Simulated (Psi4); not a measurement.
A dimer, HBr ··· H4Ge (SMILES Br and [GeH4]); the first 2 atoms form monomer A.

```
7

Br     0.7124     0.0000     0.0000
H     -0.7124     0.0000     0.0000
Ge     3.2635    -1.7497    -2.8745
H      2.7853    -0.3915    -3.4089
H      3.9857    -1.5469    -1.5343
H      4.2290    -2.3863    -3.8851
H      2.0540    -2.6738    -2.6696
```

Problem. What interaction energy does SAPT0/jun-cc-pVDZ, frozen core (Psi4) give, and which attractive term is the largest?

Solution. Total -1.53 kJ/mol: electrostatics -1.34, exchange 2.56, induction -0.29, dispersion -2.46. The most attractive term is dispersion.
